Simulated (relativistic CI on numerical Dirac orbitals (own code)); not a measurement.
Pm3+: 5s photoemission

Computed with this model: Dirac-Coulomb-Breit CI, orbitals from a KLI potential per configuration, model QED (radiative potential, 1s self-energy scaled to tabulated hydrogen-like ionisation energies), valence Slater integrals scaled by 0.8, multiplet model of photoemission in the sudden approximation; configurations [Xe] 4f4 → [Kr] 4d10 4f4 5s 5p6; 300 K; Lorentzian 2.1 eV and Gaussian 0.6 eV FWHM. Energies are those of the free ion, without screening or charge transfer. The energies are binding energies and can lie tens of eV above those of solids. Without intra-shell correlation the exchange splitting of an s hole comes out too large, often by half or more. S is read from ⟨S²⟩ = S(S + 1).

Computed curve for free ion, scaled to 100 at the maximum (points under 2 are left out and the grid is thinned):

Energy (eV), Intensity and a bar:
```
     69.4        2.1 
     69.8        2.3 
     70.4        2.6 
     70.8        2.9 
     71.2        3.3 
     71.8        3.9 #
     72.2        4.4 #
     72.8        5.5 #
     73.2        6.4 #
     73.6        7.5 ##
     74.2       10.0 ##
     74.6       12.3 ###
     75.0       15.5 ####
     75.6       23.2 ######
     76.0       31.7 #########
     76.4       44.6 #############
     77.0       74.2 ######################
     77.4       93.9 ############################
     77.8      100.0 ##############################
     78.4       82.9 #########################
     78.8       72.1 #####################
     79.4       71.0 #####################
     79.8       72.9 ######################
     80.2       66.9 ####################
     80.8       45.7 #############
     81.2       32.9 #########
     81.6       23.9 #######
     82.2       15.7 ####
     82.6       12.3 ###
     83.0        9.9 ##
     83.6        7.4 ##
     84.0        6.3 #
     84.4        5.4 #
     85.0        4.3 #
     85.4        3.8 #
     86.0        3.2 
     86.4        2.9 
     86.8        2.6 
     87.4        2.2 
     87.8        2.0
```

The ground state has S = 1.98, and the centroid lies at 78.54 eV.
